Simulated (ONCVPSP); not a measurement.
**Tl (Z = 81): variants of one ONCV potential**

Base potential:

thallium, optimised norm-conserving Vanderbilt (ONCV), made with ONCVPSP 4.0.1 (LDA (Perdew-Wang 92), fully relativistic). Core [Kr] 4d10 4f14, reference 5s2 5p6 5d10 6s2 (charge +1). Waves: 5s+6s: rc 1.55 bohr, ncon 5, nbas 9, qcut 6.1 1/bohr, 2 projectors; 5p: rc 1.20 bohr, ncon 4, nbas 7, qcut 11.9 1/bohr, 2 projectors, debl 2 Ha; 5d: rc 1.45 bohr, ncon 4, nbas 8, qcut 7 1/bohr, 2 projectors, debl 2.2 Ha; f scattering state at 0.27 Ha: rc 1.20 bohr, ncon 4, nbas 8, qcut 9.1 1/bohr, local. Local part: the f channel. Core correction: none.

Open shells are filled in proportion to 2j + 1.

In the p channel the program set the typed energies aside and used -2.872, 0.250 Ha (j = l + 1/2; the other j can differ).

All-electron outer shells of the reference configuration (LDA (PZ), scalar-relativistic, ld1.x):

```csv
shell,level (eV),outermost node (bohr),outermost maximum (bohr)
5s,-138.68,0.46,0.80
4f,-121.79,–,0.36
5p,-83.64,0.50,0.90
5d,-22.98,0.53,1.11
6s,-16.69,1.04,2.05
```

Cutoffs, loose and tight: the cutoffs (Ha) at which the residual kinetic energy of the hardest occupied pseudo-wave falls to 1 and 0.1 mHa per electron. They do not see the model core or the augmentation charge, which bear on the density cutoff. Test errors are all-electron minus pseudo excitation energies from the reference, over the configurations 5s2 5p6 5d10 6s2 6p1; 5s2 5p6 5d10 6s1; 5s2 5p6 5d10 6s0; 5s2 5p6 5d9 6s0. A dash means not determined; rows that change the core or the reference have their own tests.

A true bound ghost makes a file unfit for plane-wave use even where its test errors are small: the radial tests pick states by their node count and pass the ghost by.

```csv
change,outcome,"cutoff, loose","cutoff, tight",bound ghosts,GHOST(+) flags above zero,largest test error (meV)
base,"generated, projector energies reset by the program",51 Ha,97 Ha,none,s,-9.8
"all radii scaled by about 0.80 (s 1.24, p 0.96, d 1.16, f 0.96 bohr)","failed: ERROR pspot: first pseudo wave function has node, program will stop",–,–,–,–,–
"all radii scaled by about 0.91 (s 1.42, p 1.10, d 1.32, f 1.10 bohr)","failed: ERROR pspot: first pseudo wave function has node, program will stop",–,–,–,–,–
"all radii scaled by about 1.08 (s 1.68, p 1.30, d 1.56, f 1.30 bohr)","generated, projector energies reset by the program",46 Ha,75 Ha,s,none,-17
```

Question: What comes out with this change to the base: all radii scaled by about 1.28 (s 1.98, p 1.54, d 1.86, f 1.54 bohr)?

Answer: outcome: generated, projector energies reset by the program; cutoff, loose: 42 Ha; cutoff, tight: 50 Ha; bound ghosts: none; GHOST(+) flags above zero: none; largest test error (meV): -20.

Question: What comes out with this change to the base: all radii scaled by about 1.17 (s 1.82, p 1.40, d 1.70, f 1.40 bohr)?

Answer: outcome: generated, projector energies reset by the program; cutoff, loose: 44 Ha; cutoff, tight: 52 Ha; bound ghosts: none; GHOST(+) flags above zero: s; largest test error (meV): -18.

Reading the sweep of the scale of all radii (base = 1) (base included, trends over the rows without a ghost): Bound ghosts are found at 1.08. The generation fails at 0.8, 0.91.
